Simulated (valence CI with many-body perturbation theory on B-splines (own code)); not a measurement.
Level structure of Te XLVIII

Level of theory: configuration interaction combined with many-body perturbation theory (CI+MBPT): three valence electrons over a frozen Dirac-Fock core [He], radial functions for each j: 11 s, 11 p, 10 d, 8 f, 5 g, 2 h, with the one-electron correlation potential Σ1, the two-electron term Σ2, the three-electron term Σ3, Breit, model QED; selected CI, second order for the rest, scaled by the run's own slope (own B-spline code, finite nucleus).

No measured spectrum was set against this ion. As an estimate, large intervals hold to a few tenths of a per cent, small ones and those within an open d or f shell to about a per cent.

Levels 91 to 135 of 175, with energies above the lowest level, (2s^2 2p1/2) J=1/2. "Leading %" is the weight of the configuration and term that name the level; weights of strongly mixed levels are sums over their largest components and can fall short. In the jj column 3d3/2^4 stands for four electrons in 3d with j = 3/2. Lifetimes count E1, E2, E3, M1 and M2 decay at the calculated energies, and are blank where another channel may lead or the interval is too uncertain; long ones can be off by a factor of two.

| No. | Configuration | Term | J | E (× 10³ cm⁻¹) | Leading % | Leading jj | Lifetime |
| --- | --- | --- | --- | --- | --- | --- | --- |
| 91 | 2p²3p | ²P° | 1/2 | 44553 | 86 | 2p1/2 2p3/2 3p3/2 (98 %) | 9.40 fs |
| 92 | 2p²3d | ²G | 7/2 | 44597 | 45 | 2p1/2 2p3/2 3d3/2 (92 %) | 800 fs |
| 93 | 2p²3d | ⁴D | 7/2 | 44680 | 48 | 2p1/2 2p3/2 3d5/2 (97 %) | 81.2 fs |
| 94 | 2p²3d | ²F | 5/2 | 44683 | 32 | 2p1/2 2p3/2 3d3/2 (78 %) | 2.67 fs |
| 95 | 2p²3d | ²D | 3/2 | 44719 | 44 | 2p1/2 2p3/2 3d3/2 (77 %) | 3.11 fs |
| 96 | 2p²3d | ⁴P | 1/2 | 44784 | 38 | 2p1/2 2p3/2 3d3/2 (98 %) | 2.10 fs |
| 97 | 2p²3d | ²G | 9/2 | 44799 | 61 | 2p1/2 2p3/2 3d5/2 (100 %) | 811 fs |
| 98 | 2p²3d | ⁴P | 3/2 | 44803 | 43 | 2p1/2 2p3/2 3d5/2 (77 %) | 2.55 fs |
| 99 | 2p²3d | ²F | 5/2 | 44811 | 38 | 2p1/2 2p3/2 3d5/2 (82 %) | 2.65 fs |
| 100 | 2p²3d | ²D | 5/2 | 44918 | 60 | 2p1/2 2p3/2 3d5/2 (93 %) | 1.81 fs |
| 101 | 2p²3d | ²F | 7/2 | 44957 | 64 | 2p1/2 2p3/2 3d5/2 (95 %) | 1.86 fs |
| 102 | 2p²3d | ²D | 3/2 | 44985 | 60 | 2p1/2 2p3/2 3d5/2 (99 %) | 2.74 fs |
| 103 | 2p²3d | ²P | 1/2 | 45017 | 64 | 2p1/2 2p3/2 3d5/2 (98 %) | 2.44 fs |
| 104 | 2p²3s | ⁴P | 5/2 | 45672 | 61 | 2p3/2^2 3s (99 %) | 66.2 fs |
| 105 | 2p²3s | ²P | 3/2 | 45734 | 54 | 2p3/2^2 3s (99 %) | 15.8 fs |
| 106 | 2p²3s | ²S | 1/2 | 46070 | 71 | 2p3/2^2 3s (98 %) | 27.0 fs |
| 107 | 2p²3p | ²P° | 3/2 | 46097 | 27 | 2p3/2^2 3p1/2 (99 %) | 7.47 fs |
| 108 | 2p²3p | ²D° | 5/2 | 46119 | 43 | 2p3/2^2 3p1/2 (99 %) | 7.28 fs |
| 109 | 2p²3p | ²P° | 1/2 | 46473 | 74 | 2p3/2^2 3p1/2 (94 %) | 7.56 fs |
| 110 | 2p²3p | ²D° | 5/2 | 46711 | 53 | 2p3/2^2 3p3/2 (100 %) | 9.07 fs |
| 111 | 2p²3p | ⁴D° | 7/2 | 46714 | 61 | 2p3/2^2 3p3/2 (100 %) | 9.70 fs |
| 112 | 2p²3p | ²P° | 1/2 | 46732 | 62 | 2p3/2^2 3p3/2 (95 %) | 8.29 fs |
| 113 | 2p²3p | ²P° | 3/2 | 46992 | 62 | 2p3/2^2 3p3/2 (99 %) | 8.84 fs |
| 114 | 2p²3d | ²D | 3/2 | 47114 | 35 | 2p3/2^2 3d3/2 (99 %) | 2.95 fs |
| 115 | 2p²3d | ⁴D | 5/2 | 47122 | 29 | 2p3/2^2 3d3/2 (92 %) | 3.00 fs |
| 116 | 2p²3d | ²P | 1/2 | 47140 | 50 | 2p3/2^2 3d3/2 (87 %) | 3.23 fs |
| 117 | 2p²3d | ²F | 7/2 | 47143 | 39 | 2p3/2^2 3d3/2 (97 %) | 2.79 fs |
| 118 | 2p²3p | ²P° | 3/2 | 47165 | 67 | 2p3/2^2 3p3/2 (99 %) | 8.73 fs |
| 119 | 2p²3d | ²F | 7/2 | 47213 | 55 | 2p3/2^2 3d5/2 (97 %) | 162 fs |
| 120 | 2p²3d | ⁴F | 9/2 | 47222 | 61 | 2p3/2^2 3d5/2 (100 %) | 641 fs |
| 121 | 2p²3d | ²P | 1/2 | 47326 | 39 | 2p3/2^2 3d5/2 (86 %) | 3.29 fs |
| 122 | 2p²3d | ²P | 3/2 | 47411 | 49 | 2p3/2^2 3d5/2 (73 %) | 2.63 fs |
| 123 | 2p²3d | ²D | 5/2 | 47458 | 62 | 2p3/2^2 3d5/2 (94 %) | 2.29 fs |
| 124 | 2p²3d | ²D | 3/2 | 47564 | 79 | 2p3/2^2 3d3/2 (73 %) | 2.01 fs |
| 125 | 2p²3d | ²D | 5/2 | 47687 | 68 | 2p3/2^2 3d5/2 (97 %) | 3.05 fs |
| 126 | 2s²4s | ²S | 1/2 | 51858 | 98 | 2s^2 4s (98 %) | 27.5 fs |
| 127 | 2s²4p | ²P° | 1/2 | 52034 | 98 | 2s^2 4p1/2 (98 %) | 46.3 fs |
| 128 | 2s²4p | ²P° | 3/2 | 52331 | 97 | 2s^2 4p3/2 (97 %) | 55.4 fs |
| 129 | 2s²4d | ²D | 3/2 | 52464 | 98 | 2s^2 4d3/2 (98 %) | 5.86 fs |
| 130 | 2s²4d | ²D | 5/2 | 52552 | 98 | 2s^2 4d5/2 (98 %) | 6.28 fs |
| 131 | 2s²4f | ²F° | 5/2 | 52628 | 98 | 2s^2 4f5/2 (98 %) | 13.0 fs |
| 132 | 2s²4f | ²F° | 7/2 | 52670 | 98 | 2s^2 4f7/2 (98 %) | 13.2 fs |
| 133 | 2s2p4s | ⁴P° | 1/2 | 52676 | 77 | 2s 2p1/2 4s (100 %) | 30.2 fs |
| 134 | 2s2p4p | ⁴D | 1/2 | 52834 | 66 | 2s 2p1/2 4p1/2 (100 %) | 22.9 fs |
| 135 | 2s2p4s | ⁴P° | 3/2 | 52843 | 64 | 2s 2p1/2 4s (98 %) | 27.7 fs |
